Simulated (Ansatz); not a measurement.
Mulliken charges of CH2BBrFN, SMILES `C=NB(F)Br` from PBE/def2-TZVPP in Ansatz (PBE0-D4/def2-TZVP geometry).

```csv
atom,x (Å),y (Å),z (Å),charge (e)
C1,0.303,-0.226,1.285,-0.072
N2,-0.284,-0.042,0.205,0.032
B3,-0.353,0.052,-1.167,0.144
F4,-0.747,-0.970,-1.913,-0.195
Br5,0.006,1.736,-2.031,-0.121
H6,-0.227,-0.122,2.236,0.108
H7,1.364,-0.497,1.340,0.104
```

**Question.** By hand: the dipole of these point charges (1 e Å = 4.8032 D).

**Answer.** Σ q r = (0.181, -0.063, 0.746) e Å, of length 0.770 e Å = 3.70 D.

**Question.** How does the dipole of the full density compare? (Best estimate.)

**Answer.** The calculation gave: (0.223, -0.118, 0.591) e Å, 3.09 D; the point charges give 1.20 times that, at 9° from its direction.

Point charges leave out the atoms' own dipoles, such as those of lone pairs, and Mulliken's split depends on the basis, so the two needn't agree.
